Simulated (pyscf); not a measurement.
`[F][SiH]([O][SiH3])[O][SiH3]`, singlet

Gas-phase minimum from PySCF at ωB97X-D3(BJ)/def2-SVP, one conformer. 

SMILES: [SiH3]O[SiH](O[SiH3])F
```xyz
13

F     -2.1433    -0.1997     1.4103
Si    -0.8634    -1.1713     1.2061
O     -0.9557    -1.7959    -0.3056
Si    -1.1744    -1.2714    -1.8742
O      0.4917    -0.2693     1.3764
Si     1.5358     0.6661     0.4743
H     -0.9051    -2.2385     2.2131
H     -0.1885    -1.9614    -2.7468
H     -0.9538     0.2031    -1.9390
H     -2.5575    -1.5885    -2.3196
H      0.9099     1.9826     0.1716
H      1.8478    -0.0325    -0.8066
H      2.7824     0.8616     1.2584
```
Charge 0, spin multiplicity 1.

Bond lengths (Å): F1–Si2 1.620, Si2–O3 1.638, Si2–O5 1.637, Si2–H7 1.468, O3–Si4 1.668, Si4–H8 1.487, Si4–H9 1.492, Si4–H10 1.487, O5–Si6 1.667, Si6–H11 1.489, Si6–H12 1.492, Si6–H13 1.486. Angles (°): F1–Si2–O3 107.5, F1–Si2–O5 108.1, F1–Si2–H7 109.1, O3–Si2–O5 110.7, O3–Si2–H7 110.8, O5–Si2–H7 110.7, Si2–O3–Si4 139.0, O3–Si4–H8 108.6, O3–Si4–H9 109.4, O3–Si4–H10 109.7, H8–Si4–H9 109.6, H8–Si4–H10 110.0, H9–Si4–H10 109.6, Si2–O5–Si6 140.5 (the first ones only).

Properties at ωB97X-D3(BJ)/def2-SVP:

```yaml
harmonic_wavenumbers_unscaled: 29, 38, 42, 67, 82, 130, 300, 323, 434, 597, 657, 734, 737, 748, 763, 851, 879, 936, 963, 968, 971, 975, 990, 1021, 1115, 1124, 2254, 2257, 2274, 2282, 2287, 2292, 2388 cm⁻¹
zero_point_energy: 46.5 kcal/mol
rotational_symmetry_number: 1
Entropy of this conformer at 298 K and 1 atm, rigid rotor and harmonic oscillator, modes under 100 cm⁻¹ raised to 100: 404.6 J/(mol K)
dipole_moment: 1.43 D
```

Single-point totals, which compare only within one level:

```csv
level,total energy (hartree)
ωB97X-D3(BJ)/def2-TZVP,-1123.48186
PBE/def2-TZVP,-1122.64133
r²SCAN/def2-TZVP,-1123.17715
B3LYP-D3(BJ)/def2-TZVP,-1123.46242
PBE0-D3(BJ)/def2-TZVP,-1122.74678
M06-2X/def2-TZVP,-1123.22346
ωB97M-D3(BJ)/def2-TZVP,-1123.54865
```

The lowest mode is so soft that the shape along it may change with the basis. Soft torsions are taken as harmonic, which can shift the entropy by several J/(mol K).
